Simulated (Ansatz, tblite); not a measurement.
Cost and result up the ladder for (4-methoxyphenyl)phenyliodonium mesylate (C₁₄H₁₅IO₄S) (35 atoms). Charge 0, multiplicity 1. Geometry: PBE-D4/def2-SVP.

```tsv
atom	x (Å)	y (Å)	z (Å)
C1	3.093	2.573	-0.832
O2	2.087	2.607	-1.854
C3	1.406	1.473	-2.087
C4	1.743	0.235	-1.502
C5	0.907	-0.871	-1.672
C6	-0.241	-0.717	-2.455
I7	-1.717	-2.224	-2.228
C8	-2.603	-1.357	-0.435
C9	-3.964	-1.035	-0.462
C10	-4.476	-0.368	0.665
C11	-3.627	-0.021	1.730
C12	-2.266	-0.356	1.697
C13	-1.727	-1.063	0.604
C14	-0.579	0.483	-3.108
C15	0.274	1.574	-2.939
H16	3.977	1.987	-1.163
H17	2.704	2.119	0.104
H18	3.389	3.624	-0.664
H19	2.579	0.118	-0.789
H20	1.133	-1.776	-1.085
H21	-4.612	-1.274	-1.318
H22	-5.543	-0.098	0.688
H23	-4.035	0.530	2.592
H24	-1.558	-0.062	2.488
H25	-0.651	-1.346	0.635
H26	-1.493	0.580	-3.711
H27	0.049	2.542	-3.409
C28	2.177	-1.255	3.423
S29	1.770	-0.712	1.740
O30	3.091	-0.306	1.142
O31	1.160	-1.945	1.087
O32	0.788	0.417	1.886
H33	2.625	-0.399	3.959
H34	1.246	-1.585	3.922
H35	2.896	-2.091	3.351
```

Ansatz on 2 threads of AMD EPYC 7R13 on a shared host and a share (18 GiB) of an NVIDIA H100 80GB HBM3; xTB runs through tblite on one thread. Times are rough, summed over both states, and most runs start from the orbitals of an earlier one. No level here is sound enough to serve as a yardstick. The other state is a triplet.

In the def2 sets I takes a core potential; there is no spin–orbit coupling. The xTB rows come from tblite. Single mean-field runs in def2-TZVP are fitted with def2-universal-jkfit. HOMO above LUMO, or a gap near zero within one spin, warns that the state may not be the lowest or that an electron is smeared out. In the singlet geometry the species has come apart into loosely held pieces. In the triplet geometry the species has come apart into loosely held pieces.

xTB has no spin-polarisation term.

```csv
level,functions,wall time,vertical triplet (eV),remarks
GFN2-xTB,105,0.17 s,2.81,–
GFN1-xTB,120,0.17 s,3.29,–
PBE-D4/def2-TZVP,735,23 s,2.72,"gap within one spin near zero (triplet), restricted SCF unstable in HF (singlet)"
PBE0-D4/def2-TZVP (with forces),735,31 s,3.17,restricted SCF unstable in HF (singlet)
```
